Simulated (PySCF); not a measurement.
# Electron correlation in Mn³⁺ (manganese, charge +3)

Starting occupation: [Ar] 3d3 4s1, 3d5/2 with m_j = +1/2, +3/2, +5/2, 4s1/2 with m_j = +1/2. All numbers are calculated (PySCF 2.14, X2C-1e with screened-nucleus spin-orbit coupling, Gaussian nucleus, in x2c-SVPall-2c with one added diffuse shell each of s, d type (6s5p4d1f, 48 functions)). Frozen: [Ne]; 12 electrons correlated; the 6 highest virtual spinors left out.

MP2 pair energies summed by pair of shells (mhartree):

```json
{"pair": "3p-3p", "energy": "-89.50", "share (%)": "47.5"}
{"pair": "3d-3p", "energy": "-62.40", "share (%)": "33.1"}
{"pair": "3p-3s", "energy": "-10.94", "share (%)": "5.8"}
{"pair": "3p-4s", "energy": "-7.54", "share (%)": "4.0"}
{"pair": "3d-3d", "energy": "-7.25", "share (%)": "3.8"}
{"pair": "3d-3s", "energy": "-3.98", "share (%)": "2.1"}
{"pair": "3s-3s", "energy": "-3.36", "share (%)": "1.8"}
{"pair": "3d-4s", "energy": "-2.82", "share (%)": "1.5"}
{"pair": "3s-4s", "energy": "-0.57", "share (%)": "0.3"}
```

Total MP2 correlation energy: -188.36 mhartree.

The GHF reference relaxed away from the jj start to a determinant that is no pure jj level (⟨S²⟩ = 6.00, ⟨J²⟩ = 30.00); the energies belong to that determinant.

This basis was not built for core-valence correlation, so the inner-shell part is incomplete.
